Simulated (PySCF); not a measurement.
## Rb₂: a composite coupled-cluster calculation

State: singlet, closed shell. De refers to Rb + Rb. RHF-based CCSD(T) in PySCF 2.14 with Rb cc-pwCVDZ-X2C and Rb cc-pwCVTZ-X2C (frozen core orbitals: 28; spin-free X2C with a Gaussian nucleus). Correlation energies are extrapolated as n⁻³ (n = 2, 3), Hartree–Fock as (n+1)·exp(−9√n).

```csv
Level,Re (Å),ωe (cm⁻¹),ωexe (cm⁻¹),αe (cm⁻¹),De (eV)
CCSD(T)/DZ,4.3253,54.4,0.130,5.36e-05,0.441
CCSD(T)/TZ,4.2226,57.9,0.132,5.31e-05,0.487
HF/CBS,4.5236,53.4,n/a,3.34e-05,-0.146
MP2/CBS,4.1115,64.1,0.108,3.97e-05,0.423
CCSD/CBS,4.2113,60.0,0.113,4.49e-05,0.418
CCSD(T)/CBS,4.1821,59.5,n/a,5.33e-05,0.507
```

Task: How much is left between CCSD(T)/TZ and the basis-set limit, and how much do the triples give at the limit?

Result: CCSD(T)/CBS less CCSD(T)/TZ: -40.5 mÅ in Re, +1.6 cm⁻¹ in ωe and +0.020 eV in De. CCSD(T)/CBS less CCSD/CBS: -29.2 mÅ in Re, -0.5 cm⁻¹ in ωe and +0.089 eV in De.

The T1 diagnostic is 0.016. The open-shell atoms are computed with UHF. Spin–orbit coupling, excitations beyond (T) and corrections to the Born–Oppenheimer picture are left out.

The whole job (state search and all basis sets along the bond) took about 8.1 min on 4 threads of Arm Neoverse V2 (shared host), peak memory 8.6 GiB.
